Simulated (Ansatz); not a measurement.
Molecule: sum formula H4SiNO (charge 0, doublet). It need not be the lowest isomer of its formula. SMILES: N[SiH2][O]
Structure (B3LYP-D3(BJ)/def2-TZVP (Ansatz, a quantum-chemistry and plane-wave program) minimum search):
```
Si
O 1 1.6587
N 1 1.7035 2 120.52
H 3 1.0074 1 121.37 2 -89.56
H 3 1.0077 4 111.70 1 -156.91
H 1 1.4801 2 107.61 3 -122.42
H 1 1.4879 6 114.18 2 107.94
```
Charge 0, spin multiplicity 2.

Parts of the frozen-core correlation energy in cc-pV(Q+d)Z (Ansatz, hartree). Frozen orbitals: 7; correlated occupied orbitals by spin: 10 and 9; virtual: 277 and 278. Open shells are spin-unrestricted. No spin-orbit coupling. No relativistic terms.

| term | value |
|---|---|
| reference (HF) | -420.68186 |
| MP2 opposite-spin | -0.44386 |
| MP2 same-spin | (withheld) |
| CCSD correlation | (withheld) |
| (T) | (withheld) |
| T1 diagnostic | 0.018 |
| largest doubles amplitude | 0.021 |
| <S^2> of the reference | 0.758 |

Task: Fill in the missing entries.

Result: 
- MP2 same-spin, value: -0.12413
- CCSD correlation, value: -0.59830
- (T), value: -0.02151
